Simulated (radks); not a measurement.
The numbers below are computed, except where a source is named.
Q: The mean radii <r> (bohr) of the occupied orbitals of an atom or ion are listed with their occupations. Level of theory: scalar-relativistic Kohn-Sham, PBEsol, spin-polarised, spherical densities, finite nucleus; Fermi nuclear charge, rms radius of each element as measured or else 0.836 A^(1/3) + 0.57 fm (a radial shooting solver on a logarithmic mesh with Libxc functionals).

| orbital | occ. | <r> |
|---|---|---|
| 1s | 2 | 0.01836 |
| 2s | 2 | 0.07754 |
| 2p | 6 | 0.06940 |
| 3s | 2 | 0.1989 |
| 3p | 6 | 0.1984 |
| 3d | 10 | 0.1790 |
| 4s | 2 | 0.4041 |
| 4p | 6 | 0.4158 |

Name the element and its charge. Open shells, if any, are filled with parallel spins first.

A: Z = 74, tungsten, charge +38: W38+ in [Kr]. The 1s radius gives Z: for a bare nucleus <r> = (2 gamma + 1)/(2Z) with gamma = sqrt(1 - (Z/c)^2), 0.01813 bohr for Z = 74, and screening makes it slightly larger (0.01836 here). The occupations add up to 36, and the charge is Z minus that.
